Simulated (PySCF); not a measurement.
BMe2(nPr), C₅H₁₃B.
Cartesian coordinates in Å at the PBE0-D3(BJ)/def2-SVP level; atoms count from 1:
```
atom  x, y, z in Å
B1     0.4529    0.9179    0.5368
C2     2.0251    0.8745    0.4819
H3     2.3461    1.2450   -0.5097
H4     2.4772   -0.1156    0.6403
H5     2.4614    1.5878    1.2025
C6    -0.2967    2.2995    0.4865
H7    -0.6632    2.4933    1.5138
H8    -1.2048    2.2600   -0.1378
H9     0.3155    3.1637    0.1888
C10   -0.3869   -0.4187    0.5878
C11   -0.4500   -1.0260   -0.8236
C12   -1.2150   -2.3400   -0.8850
H13   -1.4168   -0.2524    0.9494
H14    0.0848   -1.1552    1.2630
H15    0.5744   -1.1824   -1.2057
H16   -0.9172   -0.3025   -1.5157
H17   -2.2526   -2.2113   -0.5375
H18   -1.2515   -2.7425   -1.9094
H19   -0.7455   -3.1016   -0.2420
```

Theory: PySCF, TDDFT B3LYP/def2-SVPD, vertical, gas phase, core orbitals frozen in the response.

**Question.** What does the calculation give for the low-lying excited states?

**Answer.** 

```json
{"state": "S1", "E (eV)": "6.02", "E (hartree)": "0.2211", "f": "0.0076", "main configurations (H = HOMO, L = LUMO)": "H→L (98%)"}
{"state": "S2", "E (eV)": "6.34", "E (hartree)": "0.2330", "f": "0.0004", "main configurations (H = HOMO, L = LUMO)": "H-1→L (98%)"}
{"state": "S3", "E (eV)": "7.19", "E (hartree)": "0.2641", "f": "0.039", "main configurations (H = HOMO, L = LUMO)": "H→L+1 (99%)"}
{"state": "S4", "E (eV)": "7.51", "E (hartree)": "0.2759", "f": "0.0003", "main configurations (H = HOMO, L = LUMO)": "H-2→L (94%)"}
{"state": "S5", "E (eV)": "7.55", "E (hartree)": "0.2774", "f": "0.044", "main configurations (H = HOMO, L = LUMO)": "H-1→L+1 (96%)"}
{"state": "S6", "E (eV)": "7.80", "E (hartree)": "0.2865", "f": "0.034", "main configurations (H = HOMO, L = LUMO)": "H-3→L (96%)"}
{"state": "S7", "E (eV)": "8.02", "E (hartree)": "0.2945", "f": "0.016", "main configurations (H = HOMO, L = LUMO)": "H→L+2 (96%)"}
{"state": "S8", "E (eV)": "8.26", "E (hartree)": "0.3034", "f": "0.0009", "main configurations (H = HOMO, L = LUMO)": "H→L+3 (97%)"}
{"state": "S9", "E (eV)": "8.31", "E (hartree)": "0.3055", "f": "0.0040", "main configurations (H = HOMO, L = LUMO)": "H-2→L+1 (69%), H-1→L+2 (23%)"}
{"state": "S10", "E (eV)": "8.33", "E (hartree)": "0.3061", "f": "0.0093", "main configurations (H = HOMO, L = LUMO)": "H→L+4 (98%)"}
```

Triplets, Tamm–Dancoff:

```
state  E (eV)  λ (nm)  main configurations (H = HOMO, L = LUMO)
   T1    5.55   223.6                                 H→L (98%)
   T2    5.89   210.6                               H-1→L (95%)
   T3    7.11   174.5                               H→L+1 (98%)
   T4    7.36   168.4                               H-2→L (89%)
```

The lowest singlet comes at 206 nm (581 kJ/mol) in the ultraviolet; it is weak; its leading configuration is HOMO→LUMO (98%). The strongest level in the table is S5 at 7.55 eV (164 nm, f = 0.044). Löwdin shares by element: HOMO carbon 45% or more, boron 23% (atoms not listed hold the other 32%); LUMO boron 42%, carbon 33% or more (atoms not listed hold the other 24%). Weighted by f, the mean energy of these states is 7.55 eV. The oscillator strengths of these states sum to 0.156; summed over the whole spectrum of an exact calculation they would give the number of electrons, 48 (Thomas–Reiche–Kuhn). Of the 10 states listed, 4 reach f = 0.01 and 2 stay under 0.0005. Only the lowest 10 singlets were computed, as vertical energies without vibronic structure.

One conformer stands for the species.
